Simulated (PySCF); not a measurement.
H$_{6}$BeSi$_{2}$ (SMILES [SiH3][Be][SiH3]), singlet, at a GFN2-xTB geometry (such geometries of metal compounds can be far from the true shape); DF-CAMB3LYP/def2-QZVPP in PySCF.

The PySCF input:
```python
from pyscf import gto, scf, dft

mol = gto.M(
    atom='''
Be   -0.00000000   -0.00000000   -0.00000000
Si    1.71818428    0.13402183   -1.36293369
H     2.65426378   -1.00383061   -1.36363541
H     2.63915727    1.26599740   -1.15947967
H     1.41657761    0.26122659   -2.79952892
Si   -1.71818428   -0.13402183    1.36293369
H    -2.55238617   -1.34427180    1.26117080
H    -2.73432644    0.92748721    1.25519720
H    -1.42328604   -0.10660879    2.80627600
''',
    basis='def2-qzvpp',
    verbose=4,
    max_memory=1800,
)

mf = dft.RKS(mol)
mf.xc = 'camb3lyp'
mf = mf.density_fit(auxbasis='def2-universal-jkfit')
mf.kernel()
```

Question: What does PySCF print? Leave out banner, timings and long lists.

Answer: 
```
PySCF version 2.14.0

[INPUT] verbose = 4
[INPUT] num. atoms = 9
[INPUT] num. electrons = 38
[INPUT] charge = 0
[INPUT] spin (= nelec alpha-beta = 2S) = 0
[INPUT] symmetry False subgroup None
[INPUT] Mole.unit = angstrom
[INPUT] Symbol           X                Y                Z      unit          X                Y                Z       unit  Magmom
[INPUT]  1 Be     0.000000000000   0.000000000000   0.000000000000 AA    0.000000000000   0.000000000000   0.000000000000 Bohr   0.0
[INPUT]  2 Si     1.718184280000   0.134021830000  -1.362933690000 AA    3.246897720733   0.253264553413  -2.575571400043 Bohr   0.0
[INPUT]  3 H      2.654263780000  -1.003830610000  -1.363635410000 AA    5.015831606553  -1.896964928355  -2.576897458659 Bohr   0.0
[INPUT]  4 H      2.639157270000   1.265997400000  -1.159479670000 AA    4.987284439955   2.392388360411  -2.191099023301 Bohr   0.0
[INPUT]  5 H      1.416577610000   0.261226590000  -2.799528920000 AA    2.676943717091   0.493646711554  -5.290342936599 Bohr   0.0
[INPUT]  6 Si    -1.718184280000  -0.134021830000   1.362933690000 AA   -3.246897720733  -0.253264553413   2.575571400043 Bohr   0.0
[INPUT]  7 H     -2.552386170000  -1.344271800000   1.261170800000 AA   -4.823310825428  -2.540305538976   2.383267408299 Bohr   0.0
[INPUT]  8 H     -2.734326440000   0.927487210000   1.255197200000 AA   -5.167128106757   1.752696810937   2.371978940321 Bohr   0.0
[INPUT]  9 H     -1.423286040000  -0.106608790000   2.806276000000 AA   -2.689620812517  -0.201461415571   5.303093069940 Bohr   0.0

nuclear repulsion = 95.4713650691673
number of shells = 118
number of NR pGTOs = 461
number of NR cGTOs = 356
basis = def2-qzvpp
ecp = {}

******** <class 'pyscf.df.df_jk.DFRKS'> ********
method = DFRKS
initial guess = minao
damping factor = 0
level_shift factor = 0
DIIS = <class 'pyscf.scf.diis.CDIIS'>
diis_start_cycle = 1
diis_space = 8
diis_damp = 0
SCF conv_tol = 1e-09
SCF conv_tol_grad = None
SCF max_cycles = 50
direct_scf = False
XC library pyscf.dft.libxc version 7.1.2
    S. Lehtola, C. Steigemann, M. J. T. Oliveira, and M. A. L. Marques,  SoftwareX 7, 1–5 (2018)
XC functionals = camb3lyp
    T. Yanai, D. P. Tew, and N. C. Handy,  Chem. Phys. Lett. 393, 51 (2004)
radial grids:
    Treutler-Ahlrichs [JCP 102, 346 (1995); DOI:10.1063/1.469408] (M4) radial grids

becke partition: Becke, JCP 88, 2547 (1988); DOI:10.1063/1.454033
pruning grids: <function nwchem_prune>
grids dens level: 3
symmetrized grids: False
atomic radii adjust function: <function treutler_atomic_radii_adjust>
small_rho_cutoff = 0
Set gradient conv threshold to 3.16228e-05
Initial guess from minao.
tot grids = 110936
******** <class 'pyscf.df.df.DF'> ********
auxbasis = def2-universal-jkfit
Create RSH-DF object <pyscf.df.df.DF object> for omega=0.33
******** <class 'pyscf.df.df.DF'> ********
auxbasis = auxmol.basis = def2-universal-jkfit
init E= -597.071195622444
  HOMO = -0.270801043918794  LUMO = -0.0583125947879487  gap/eV = 5.78211
cycle= 1 E= -597.310936422824  delta_E= -0.24  |g|= 0.213  |ddm|=  1.8
  HOMO = -0.349397328487853  LUMO = -0.0605125259864987  gap/eV = 7.86096
cycle= 2 E= -597.325534991959  delta_E= -0.0146  |g|= 0.088  |ddm|= 0.301
  HOMO = -0.330511755771435  LUMO = -0.0373847753767846  gap/eV = 7.97639
cycle= 3 E= -597.327856115544  delta_E= -0.00232  |g|= 0.0197  |ddm|= 0.0745
  HOMO = -0.335508539779365  LUMO = -0.0401760292163792  gap/eV = 8.03641
cycle= 4 E= -597.328023720541  delta_E= -0.000168  |g|= 0.00194  |ddm|= 0.034
  HOMO = -0.335607788808275  LUMO = -0.0402715345095821  gap/eV = 8.03651
cycle= 5 E= -597.328026257191  delta_E= -2.54e-06  |g|= 0.000323  |ddm|= 0.00544
  HOMO = -0.335648955759722  LUMO = -0.0402584114796596  gap/eV = 8.03799
cycle= 6 E= -597.32802632011  delta_E= -6.29e-08  |g|= 0.000125  |ddm|= 0.00071
  HOMO = -0.335650143205684  LUMO = -0.0402678508552273  gap/eV = 8.03776
cycle= 7 E= -597.328026324799  delta_E= -4.69e-09  |g|= 2.71e-05  |ddm|= 0.000137
  HOMO = -0.335649179192103  LUMO = -0.0402647922592706  gap/eV = 8.03782
cycle= 8 E= -597.328026325139  delta_E= -3.4e-10  |g|= 4.83e-06  |ddm|= 4.96e-05
  HOMO = -0.335650954125144  LUMO = -0.0402662507547744  gap/eV = 8.03783
Extra cycle  E= -597.32802632515  delta_E= -1.16e-11  |g|= 2.11e-06  |ddm|= 8.76e-06
converged SCF energy = -597.32802632515
```
